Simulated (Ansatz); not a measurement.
`[F][Ti]([F])([F])[SeH]` + HBr → `[F][Ti]([F])([F])[Br]` + H₂Se at 298.15 K and 1 bar (ligand exchange at a Ti–Se bond).

Gas-phase electronic energies from Ansatz, PBE0-D4/def2-TZVP geometries. CCSD(T)/CBS is the MP2 limit (def2-TZVPP, def2-QZVPP) plus CCSD(T) − MP2 in def2-TZVPP, frozen cores. For Br, Se, Ti outer-core shells are correlated without core-valence functions, which leaves a few kJ/mol of doubt a bond. Scalar relativity is left out up to krypton. Each species was taken in one conformer, which may not be the lowest.

```json
{"species": "`[F][Ti]([F])([F])[SeH]`", "CCSD(T)/CBS energy (Eh)": "-3549.84726", "H − E (kJ/mol)": "61.2", "S (J/(mol·K))": "371.7"}
{"species": "HBr", "CCSD(T)/CBS energy (Eh)": "-2573.91920", "H − E (kJ/mol)": "24.6", "S (J/(mol·K))": "198.6"}
{"species": "`[F][Ti]([F])([F])[Br]`", "CCSD(T)/CBS energy (Eh)": "-3721.88725", "H − E (kJ/mol)": "41.0", "S (J/(mol·K))": "341.3"}
{"species": "H₂Se", "CCSD(T)/CBS energy (Eh)": "-2401.89790", "H − E (kJ/mol)": "45.8", "S (J/(mol·K))": "219.1"}
```

H − E and S are ideal-gas, rigid-rotor, harmonic terms from PBE0-D4/def2-TZVP, for one conformer and one mirror image of each species. 1 Eh = 2625.50 kJ/mol, R = 8.31446 J/(mol·K).

Q: By hand: ΔE, ΔH, ΔS and ΔG.

A: ΔE = (-3721.88725) + (-2401.89790) − (-3549.84726) − (-2573.91920) = -0.01869 Eh = -49.1 kJ/mol. Δ(H − E) = 41.0 + 45.8 − 61.2 − 24.6 = 1.0, so ΔH = -48.1 kJ/mol. ΔS = 341.3 + 219.1 − 371.7 − 198.6 = -9.9 J/(mol·K). ΔG = -48.1 − 298.15 × (-9.9)/1000 = -45.1 kJ/mol.

Q: By hand: the equilibrium constant, and the temperature at which ΔG would vanish if ΔH and ΔS stayed fixed.

A: log₁₀ K = −ΔG/(RT ln 10) = 7.9. ΔG = 0 at ΔH/ΔS = 4859 K, far beyond where these terms or the molecules hold.

The number of gas molecules stays the same, so ΔS is small and ΔH decides. A doubt of 5 kJ/mol in ΔE shifts log₁₀ K by 0.9 here. Other conformers and mirror images would add mixing entropy, several J/(mol·K) or more a flexible species. These are equilibria of isolated gas molecules and say nothing of rates. Largest T1 diagnostic: 0.023 (customary marks: 0.02 for closed shells, 0.045 for open ones).
